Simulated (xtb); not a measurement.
Input file for xtb: GFN2-xTB on H2O (SMILES O).

```
$ xtb mol.xyz --gfn 2 --sp --chrg 0 --uhf 0
3

O      0.76908816     0.68805834     0.74716409
H      1.57405291     0.16663466     0.65640225
H      0.17031394     0.35819565     0.06837880
```

It printed:

```
[...]
           -------------------------------------------------
          |                Calculation Setup                |
           -------------------------------------------------



           -------------------------------------------------
          |                 G F N 2 - x T B                 |
           -------------------------------------------------

        Reference                      10.1021/acs.jctc.8b01176
      * Hamiltonian:
        H0-scaling (s, p, d)           1.850000    2.230000    2.230000
        zeta-weighting                 0.500000
      * Dispersion:
        s8                             2.700000
        a1                             0.520000
        a2                             5.000000
        s9                             5.000000
      * Repulsion:
        kExp                           1.500000    1.000000
        rExp                           1.000000
      * Coulomb:
        alpha                          2.000000
        third order                    shell-resolved
        anisotropic                    true
        a3                             3.000000
        a5                             4.000000
        cn-shift                       1.200000
        cn-exp                         4.000000
        max-rad                        5.000000


          ...................................................
          :                      SETUP                      :
          :.................................................:
          :  # basis functions                   6          :
          :  # atomic orbitals                   6          :
          :  # shells                            4          :
          :  # electrons                         8          :
          :  max. iterations                   250          :
          :  Hamiltonian                  GFN2-xTB          :
          :  restarted?                      false          :
          :  GBSA solvation                  false          :
          :  PC potential                    false          :
          :  electronic temp.          300.0000000     K    :
          :  accuracy                    1.0000000          :
          :  -> integral cutoff          0.2500000E+02      :
          :  -> integral neglect         0.1000000E-07      :
          :  -> SCF convergence          0.1000000E-05 Eh   :
          :  -> wf. convergence          0.1000000E-03 e    :
          :  Broyden damping             0.4000000          :
          :  net charge                          0          :
          :  unpaired electrons                  0          :
          ...................................................

 iter      E             dE          RMSdq      gap      omega  full diag
   1     -5.1019621 -0.510196E+01  0.417E+00   14.70       0.0  T
   2     -5.1032715 -0.130942E-02  0.239E+00   14.42       1.0  T
   3     -5.1035077 -0.236178E-03  0.379E-01   14.19       1.0  T
   4     -5.1035677 -0.600193E-04  0.864E-02   14.34       1.0  T
   5     -5.1035709 -0.319429E-05  0.547E-02   14.29       1.1  T
   6     -5.1035727 -0.180627E-05  0.102E-03   14.31      56.4  T
   7     -5.1035727 -0.215943E-10  0.909E-04   14.31      63.5  T
   8     -5.1035727 -0.497790E-09  0.208E-05   14.31    2776.6  T

   *** convergence criteria satisfied after 8 iterations ***

         #    Occupation            Energy/Eh            Energy/eV
      -------------------------------------------------------------
         1        2.0000           -0.6803099             -18.5122
         2        2.0000           -0.5667300             -15.4215
         3        2.0000           -0.5131241             -13.9628
         4        2.0000           -0.4468272             -12.1588 (HOMO)
         5                          0.0792031               2.1552 (LUMO)
         6                          0.2376144               6.4658
      -------------------------------------------------------------
                  HL-Gap            0.5260303 Eh           14.3140 eV
             Fermi-level           -0.1838121 Eh           -5.0018 eV

 SCC (total)                   0 d,  0 h,  0 min,  0.001 sec
 SCC setup                      ...        0 min,  0.000 sec (  5.590%)
 Dispersion                     ...        0 min,  0.000 sec (  1.563%)
 classical contributions        ...        0 min,  0.000 sec (  0.905%)
 integral evaluation            ...        0 min,  0.000 sec (  5.952%)
 iterations                     ...        0 min,  0.001 sec ( 71.096%)
 molecular gradient             ...        0 min,  0.000 sec (  8.639%)
 printout                       ...        0 min,  0.000 sec (  5.794%)

         :::::::::::::::::::::::::::::::::::::::::::::::::::::
         ::                     SUMMARY                     ::
         :::::::::::::::::::::::::::::::::::::::::::::::::::::
         :: total energy              -5.070464488791 Eh    ::
         :: gradient norm              0.008660283625 Eh/a0 ::
         :: HOMO-LUMO gap             14.314012564012 eV    ::
         ::.................................................::
         :: SCC energy                -5.103572697216 Eh    ::
         :: -> isotropic ES            0.031414127790 Eh    ::
         :: -> anisotropic ES          0.000548385282 Eh    ::
         :: -> anisotropic XC         -0.000793146637 Eh    ::
         :: -> dispersion             -0.000141286802 Eh    ::
         :: repulsion energy           0.033108208425 Eh    ::
         :: add. restraining           0.000000000000 Eh    ::
         :: total charge               0.000000000000 e     ::
         :::::::::::::::::::::::::::::::::::::::::::::::::::::

           -------------------------------------------------
          |                Property Printout                |
           -------------------------------------------------

    * Orbital Energies and Occupations

         #    Occupation            Energy/Eh            Energy/eV
      -------------------------------------------------------------
         1        2.0000           -0.6803099             -18.5122
         2        2.0000           -0.5667300             -15.4215
         3        2.0000           -0.5131241             -13.9628
         4        2.0000           -0.4468272             -12.1588 (HOMO)
         5                          0.0792031               2.1552 (LUMO)
         6                          0.2376144               6.4658
      -------------------------------------------------------------
                  HL-Gap            0.5260303 Eh           14.3140 eV
             Fermi-level           -0.1838121 Eh           -5.0018 eV

     #   Z          covCN         q      C6AA      α(0)
     1   8 O        1.610    -0.563    24.316     6.655
     2   1 H        0.805     0.281     0.780     1.387
     3   1 H        0.805     0.281     0.780     1.387

 Mol. C6AA /au·bohr⁶  :         44.525545
 Mol. C8AA /au·bohr⁸  :        795.349520
 Mol. α(0) /au        :          9.429022


Wiberg/Mayer (AO) data.
largest (>0.10) Wiberg bond orders for each atom

 ---------------------------------------------------------------------------
     #   Z sym  total        # sym  WBO       # sym  WBO       # sym  WBO
 ---------------------------------------------------------------------------
     1   8 O    1.841 --     3 H    0.921     2 H    0.921
     2   1 H    0.921 --     1 O    0.921
     3   1 H    0.921 --     1 O    0.921
 ---------------------------------------------------------------------------

Topologies differ in total number of bonds
Writing topology from bond orders to xtbtopo.mol

molecular dipole:
                 x           y           z       tot (Debye)
 q only:        0.110      -0.453      -0.409
   full:        0.157      -0.647      -0.585       2.253
Note: The following floating-point exceptions are signalling: IEEE_DENORMAL
normal termination of xtb
molecular quadrupole (traceless):
                xx          xy          yy          xz          yz          zz
 q only:        2.070      -1.108      -1.118      -0.157      -1.348      -0.952
  q+dip:        2.860      -1.538      -1.537      -0.305      -1.973      -1.324
   full:        3.001      -1.632      -1.623      -0.178      -1.844      -1.379


           -------------------------------------------------
          | TOTAL ENERGY               -5.070464488791 Eh   |
          | GRADIENT NORM               0.008660283625 Eh/α |
          | HOMO-LUMO GAP              14.314012564012 eV   |
           -------------------------------------------------

------------------------------------------------------------------------
------------------------------------------------------------------------
 total:
 SCF:
```

The run finished.

Cost: very roughly 0.020 core-seconds.
